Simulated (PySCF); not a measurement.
# Electron correlation in Mg (magnesium, neutral)

[Ne] 3d2, high-spin 3F determinant (an excited configuration). Calculation: PySCF 2.14, in aug-cc-pVQZ; the non-relativistic Hamiltonian (point nucleus). Frozen: [Ne]; 2 electrons correlated.

With two correlated electrons CCSD is exact within the correlated space (frozen core and kept virtual orbitals).

```csv
level,correlation energy (mhartree)
CCSD,-24.19
```

Diagnostics: T1 = 0.044, D1 = 0.0618, largest double amplitude 0.545.

Is a single reference adequate?

Not fully. The outer electron is Rydberg-like, and this basis confines it to a smaller radius and binds it less than a complete one would. T1 exceeds 0.03, a sign that the reference determinant is poor. A double-excitation amplitude exceeds 0.15, a sign of near-degeneracy.
